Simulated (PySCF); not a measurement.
## Correlation energy of Te (tellurium, neutral)

[Kr] 4d10 5s1 5p5, high-spin 3P determinant (an excited configuration). All numbers are calculated (PySCF 2.14, scalar relativity through the core potential, in aug-cc-pVQZ-PP with ECP28MDF). Frozen: 4s2 4p6 4d10; 6 electrons correlated.

```
  level  correlation energy (mhartree)
   CCSD                        -175.28
    (T)                         -30.19
CCSD(T)                        -205.47
```

Diagnostics: T1 = 0.036, D1 = 0.0702, largest double amplitude 0.255.

Task: Is a single reference adequate?

Result: Not fully. T1 exceeds 0.03, a sign that the reference determinant is poor. A double-excitation amplitude exceeds 0.15, a sign of near-degeneracy.
